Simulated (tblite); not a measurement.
Q: What does the GFN2-xTB structure of `[H]/[C]=C\[SiH2]CC#N` [radical] look like in three dimensions? (Doublet state.)

A: 
```
atom  x, y, z in Å
C1     2.239   -1.087    0.035
C2     1.885    0.039   -0.474
Si3    0.128    0.834   -0.467
C4    -1.019   -0.400    0.451
C5    -2.353    0.106    0.499
N6    -3.413    0.536    0.520
H7     1.781   -1.887    0.573
H8     2.603    0.669   -0.984
H9     0.173    2.106    0.256
H10   -0.326    1.007   -1.848
H11   -1.029   -1.364   -0.060
H12   -0.668   -0.560    1.472
```

Any rigid rotation of these coordinates is as good. Atoms count from 1 in this order. Si3 (silicon bonded to 2 C and 2 H) is tetrahedral (angles from 106.4° to 111.9°). The 6 heavy atoms lie in one plane (0.003 Å rms). C2 (carbon bonded to C, Si and H) is planar (angles 127.6°, 120.9° and 111.5°, sum 360.0°, 0.00 Å off the plane of its three neighbours). The C–C distances run from 1.286 Å (C1=C2, drawn double) to 1.427 Å (C4–C5, drawn single), a spread of 0.141 Å.

Bonds between heavy atoms (Å): C1=C2 1.286, C2–Si3 1.929, Si3–C4 1.918, C4–C5 1.427, C5≡N6 1.145.

The geometry is computed with GFN2-xTB (gas phase). This method treats the open shell by occupation alone, without spin polarisation.

Point group: Cs (every atom within 0.08 Å of its image). Its GFN2-xTB frequencies are all real (lowest 45 cm⁻¹). Torsions: C1–C2–Si3–C4 0°, C2–Si3–C4–C5 180°.

One conformer stands for the species.
